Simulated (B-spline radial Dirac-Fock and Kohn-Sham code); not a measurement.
Relativistic shifts of the levels of Ir⁴⁴⁺

System: the Ir⁴⁴⁺ ion in the configuration [Ar] 3d10 4s2 4p3.

Both columns are ΔSCF binding energies of the configuration average from a radial finite-basis atomic code: non-relativistic Hartree-Fock with a point nucleus, and Dirac-Fock with a finite nucleus and the Coulomb interaction alone, averaged over the two j levels with weights 2j+1.

| shell | Hartree-Fock (eV) | Dirac-Fock (eV) | shift (eV) | shift (%) |
| --- | --- | --- | --- | --- |
| 1s | 71948.0 | 78731.6 | +6783.59 | +9.43 |
| 2s | 13848.5 | 15676.7 | +1828.13 | +13.20 |
| 3s | 4808.1 | 5289.4 | +481.32 | +10.01 |
| 3d | 4189.4 | 4184.2 | -5.23 | -0.12 |
| 4s | 2323.3 | 2490.1 | +166.86 | +7.18 |
| 4p | 2230.0 | 2300.9 | +70.88 | +3.18 |

Relativity binds 1s, 2s, 3s, 4s, 4p more strongly, among those listed most of all 2s in relative terms, and 3d more weakly, because the contracted s and p shells screen the nucleus better.

Values without a named source are computed, but for edge energies of neutral atoms, which are taken from tables.
